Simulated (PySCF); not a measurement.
C$_{5}$H$_{6}$, charge +1, doublet, at a GFN2-xTB geometry (a state made from the parent by changing its charge; the spin is typed, not shown lowest), with bond 9-3 at 1.6 times its length; PySCF with DF-PBE/6-311G**.

Here is a job for PySCF.
```python
from pyscf import gto, scf, dft

mol = gto.M(
    atom='''
C    -0.987909    0.718684   -0.179883
C     0.340593    1.135880   -0.136586
C     1.219633   -0.029785    0.098999
C     0.258634   -1.150514    0.185226
C    -1.037660   -0.669217    0.015466
H    -1.840432    1.357167   -0.337740
H     0.692089    2.148207   -0.254592
H     1.826716    0.076291    1.007253
H     2.403110   -0.252130   -1.179299
H     0.537003   -2.178223    0.354359
H    -1.934426   -1.264980    0.031330
''',
    basis='6-311g**',
    charge=1,
    spin=1,
    verbose=4,
)

mf = dft.UKS(mol)
mf.xc = 'pbe'
mf.diis_space = 2
mf = mf.density_fit(auxbasis='def2-universal-jkfit')
mf.kernel()
mf.analyze()
```

Problem. Write the output that PySCF gives for this input, abridged.

Solution. 
```
PySCF version 2.14.0

[INPUT] verbose = 4
[INPUT] num. atoms = 11
[INPUT] num. electrons = 35
[INPUT] charge = 1
[INPUT] spin (= nelec alpha-beta = 2S) = 1
[INPUT] symmetry False subgroup None
[INPUT] Mole.unit = angstrom
[INPUT] Symbol           X                Y                Z      unit          X                Y                Z       unit  Magmom
[...]
nuclear repulsion = 154.924082915217
number of shells = 64
number of NR pGTOs = 203
number of NR cGTOs = 126
basis = 6-311g**
ecp = {}

******** <class 'pyscf.df.df_jk.DFUKS'> ********
method = DFUKS
initial guess = minao
damping factor = 0
level_shift factor = 0
DIIS = <class 'pyscf.scf.diis.CDIIS'>
diis_start_cycle = 1
diis_space = 2
diis_damp = 0
SCF conv_tol = 1e-09
SCF conv_tol_grad = None
SCF max_cycles = 50
direct_scf = False
number electrons alpha = 18  beta = 17
XC library pyscf.dft.libxc version 7.1.2
    S. Lehtola, C. Steigemann, M. J. T. Oliveira, and M. A. L. Marques,  SoftwareX 7, 1–5 (2018)
XC functionals = pbe
    J. P. Perdew, K. Burke, and M. Ernzerhof,  Phys. Rev. Lett. 77, 3865 (1996)
    J. P. Perdew, K. Burke, and M. Ernzerhof,  Phys. Rev. Lett. 78, 1396 (1997)
    J. P. Perdew, K. Burke, and M. Ernzerhof,  Phys. Rev. Lett. 77, 3865 (1996)
    J. P. Perdew, K. Burke, and M. Ernzerhof,  Phys. Rev. Lett. 78, 1396 (1997)
radial grids:
    Treutler-Ahlrichs [JCP 102, 346 (1995); DOI:10.1063/1.469408] (M4) radial grids

becke partition: Becke, JCP 88, 2547 (1988); DOI:10.1063/1.454033
pruning grids: <function nwchem_prune>
grids dens level: 3
symmetrized grids: False
atomic radii adjust function: <function treutler_atomic_radii_adjust>
small_rho_cutoff = 0
Set gradient conv threshold to 3.16228e-05
tot grids = 129440
init E= -194.201591508222

cycle= 1 E= -193.472236650107  delta_E= 0.729  |g|= 0.205  |ddm|= 1.94
cycle= 2 E= -193.346226464662  delta_E= 0.126  |g|= 0.449  |ddm|= 0.54
cycle= 3 E= -193.499685193472  delta_E= -0.153  |g|= 0.0472  |ddm|= 0.431
cycle= 4 E= -193.500358952117  delta_E= -0.000674  |g|= 0.0428  |ddm|= 0.0766
cycle= 5 E= -193.4993818248  delta_E= 0.000977  |g|= 0.0512  |ddm|= 0.0601
cycle= 6 E= -193.498853856362  delta_E= 0.000528  |g|= 0.0606  |ddm|= 0.0875
cycle= 7 E= -193.49907524708  delta_E= -0.000221  |g|= 0.0636  |ddm|= 0.0826
cycle= 8 E= -193.496325858132  delta_E= 0.00275  |g|= 0.0816  |ddm|= 0.0947
cycle= 9 E= -193.495958121976  delta_E= 0.000368  |g|= 0.0908  |ddm|= 0.129
cycle= 10 E= -193.494948133738  delta_E= 0.00101  |g|= 0.105  |ddm|= 0.128
[...]
SCF not converged.
Total Energy =                        -162.627031486850711
[...]
spin_pop of  6 H 2s        0.00882
spin_pop of  6 H 3s        0.00015
spin_pop of  6 H 2px       0.00010
spin_pop of  6 H 2py       0.00001
spin_pop of  6 H 2pz       0.00001
spin_pop of  7 H 1s       -0.00038
spin_pop of  7 H 2s        0.01909
spin_pop of  7 H 3s       -0.00003
spin_pop of  7 H 2px       0.01712
spin_pop of  7 H 2py       0.00880
spin_pop of  7 H 2pz       0.00507
spin_pop of  8 H 1s        0.00002
spin_pop of  8 H 2s        0.00755
spin_pop of  8 H 3s       -0.00008
spin_pop of  8 H 2px       0.00856
spin_pop of  8 H 2py       0.00942
spin_pop of  8 H 2pz       0.00685
spin_pop of  9 H 1s        0.26373
spin_pop of  9 H 2s        0.00521
spin_pop of  9 H 3s        0.01017
spin_pop of  9 H 2px       0.00005
spin_pop of  9 H 2py       0.00001
spin_pop of  9 H 2pz       0.00005
spin_pop of  10 H 1s        0.00074
spin_pop of  10 H 2s        0.00005
spin_pop of  10 H 3s        0.00002
spin_pop of  10 H 2px       0.00000
spin_pop of  10 H 2py       0.00000
spin_pop of  10 H 2pz      -0.00000
 ** Mulliken Spin Density (per atom)  **
spin density of  0 C =      0.00186
spin density of  1 C =      0.04852
spin density of  2 C =      0.37113
spin density of  3 C =      0.18204
spin density of  4 C =      0.01909
spin density of  5 H =      0.00010
spin density of  6 H =      0.01522
spin density of  7 H =      0.04967
spin density of  8 H =      0.03233
spin density of  9 H =      0.27923
spin density of  10 H =      0.00081
 ** Mulliken pop alpha/beta on meta-lowdin orthogonal AOs **
 ** Mulliken pop       alpha | beta **
In total            18.00000 | 17.00000
 ** Mulliken atomic charges   ( Nelec_alpha | Nelec_beta ) **
charge of  0C =      3.91643  (     1.04271      1.04086 )
charge of  1C =      2.08101  (     1.98376      1.93524 )
charge of  2C =     -4.82190  (     5.59652      5.22539 )
charge of  3C =     -2.88121  (     4.53162      4.34959 )
charge of  4C =      3.52181  (     1.24864      1.22955 )
charge of  5H =      0.99754  (     0.00128      0.00118 )
charge of  6H =      0.09478  (     0.46022      0.44500 )
charge of  7H =     -1.39840  (     1.22404      1.17436 )
charge of  8H =     -1.18442  (     1.10837      1.07605 )
charge of  9H =     -0.31149  (     0.79536      0.51613 )
charge of  10H =      0.98586  (     0.00748      0.00667 )

WARN: System has nonzero charge 1; the dipole moment is origin-dependent.
Location of origin: [0. 0. 0.]

Dipole moment(X, Y, Z, Debye): -131.60522, 42.43065, -15.25593
```

The run did not converge; its last values are not results.
